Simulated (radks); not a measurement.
Neutral tantalum inside a hard spherical wall (all orbitals vanish at R), configuration held at [Xe] 4f14 5d3 6s2 and not refilled when levels cross. All-electron calculation, scalar-relativistic Kohn-Sham, LDA (Slater exchange, Perdew-Wang correlation), spin-polarised, spherical densities, finite nucleus; open shells are filled with parallel spins first (spin-orbit coupling, left out, can overturn this in heavy ions); Fermi nuclear charge, rms radius 5.3507 fm. Program: a radial shooting solver on a logarithmic mesh with Libxc functionals. Eigenvalues in eV for spin up, with the zero of energy where the potential of the charges vanishes at infinity; a dash marks a level that is unbound or too diffuse for the functional's potential to be trusted. A positive occupied level is held by the wall or, in an anion where self-interaction has pushed it up, behind a barrier. The pressure on the wall is -dE/dV.

R (bohr)  E (hartree)  kinetic (hartree)    e(5p)    e(4f)   e(6s)   e(5d)  e(6p, empty)  e(7s, empty)  pressure (GPa)
free      -15593.1192          17122.287  -39.965  -24.831  -6.011  -4.334        -1.659        -0.076               0
20        -15593.1192          17122.287  -39.965  -24.831  -6.011  -4.334        -1.659         0.013        < 0.0001
15        -15593.1192          17122.287  -39.965  -24.831  -6.011  -4.334        -1.656         0.236        < 0.0001
12        -15593.1191          17122.287  -39.960  -24.826  -6.007  -4.329        -1.631         0.730        0.000934
10        -15593.1186          17122.293  -39.923  -24.788  -5.979  -4.296        -1.535         1.648          0.0147
8         -15593.1135          17122.335  -39.680  -24.539  -5.783  -4.081        -1.086         4.169           0.241
7         -15593.1010          17122.421  -39.272  -24.116  -5.432  -3.720        -0.413         7.040            1.01
6         -15593.0609          17122.651  -38.352  -23.149  -4.553  -2.897         1.100        12.529            4.45
4         -15592.4533          17125.192  -32.239  -16.376   4.241   3.324        14.287        50.107             127
3.5       -15591.8086          17127.629  -28.561  -12.086  11.907   7.730        24.945        76.534             353
2         -15575.1073          17186.608   18.529   37.955  147.63  70.631        186.23        408.38           23500
